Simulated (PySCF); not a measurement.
Species: CH5AlF2Ge.
SMILES: `[F][Al]([F])[CH2][GeH3]`

Jobs on this species (10 atoms, 74 electrons) with PySCF (density fitting). Hardware of each: Arm Neoverse N1, one thread, on a shared host. Other jobs ran on the host; a repeat could differ by tens of per cent or more. Peak memory is the resident size of the whole Python process, interpreter and libraries included.

```csv
level and settings,work,basis functions,SCF cycles,wall time,peak memory
"delta-SCF UKS SCAN, pcX-2 on the ionised atom, pcseg-1 elsewhere, spin-free X2C","ΔSCF core ionisation, 4 holes",154,?,?,?
"delta-SCF UKS PBE, pcX-2 on the ionised atom, pcseg-1 elsewhere, spin-free X2C","ΔSCF core ionisation, 4 holes",154,?,?,?
"delta-SCF UKS SCAN, pcX-2 on the ionised atom, pcseg-1 elsewhere, non-relativistic","ΔSCF core ionisation, 4 holes",154,61,29 s,0.51 GiB
"delta-SCF UKS HF, pcX-2 on the ionised atom, pcseg-1 elsewhere, spin-free X2C","ΔSCF core ionisation, 4 holes",154,52,29 s,0.54 GiB
"delta-SCF UKS PBE0, pcX-2 on the ionised atom, pcseg-1 elsewhere, spin-free X2C","ΔSCF core ionisation, 4 holes",154,52,44 s,0.57 GiB
"PBE0-D3(BJ)/def2-SVP, grid level 1",geometry optimisation from a GFN2-xTB start shaken at random,117,64,90 s,0.49 GiB
"delta-SCF UKS SCAN, def2-TZVP on the ionised atom, pcseg-1 elsewhere, spin-free X2C","ΔSCF core ionisation, 4 holes",131,60,27 s,0.51 GiB
"delta-SCF UKS B3LYP, pcX-2 on the ionised atom, pcseg-1 elsewhere, spin-free X2C","ΔSCF core ionisation, 4 holes",154,54,51 s,0.58 GiB
"delta-SCF UKS SCAN, pcX-1 on the ionised atom, pcseg-1 elsewhere, spin-free X2C","ΔSCF core ionisation, 4 holes",134,60,24 s,0.51 GiB
```

Fill in the missing figures.

- delta-SCF UKS SCAN, pcX-2 on the ionised atom, pcseg-1 elsewhere, spin-free X2C; ΔSCF core ionisation, 4 holes: 33 s, 0.48 GiB, 61 SCF cycles
- delta-SCF UKS PBE, pcX-2 on the ionised atom, pcseg-1 elsewhere, spin-free X2C; ΔSCF core ionisation, 4 holes: 20 s, 0.49 GiB, 61 SCF cycles

What do all jobs in the table cost together?

About 5.8 min; the longest takes about 26 % of that, and about 4.5 times as long as the shortest.
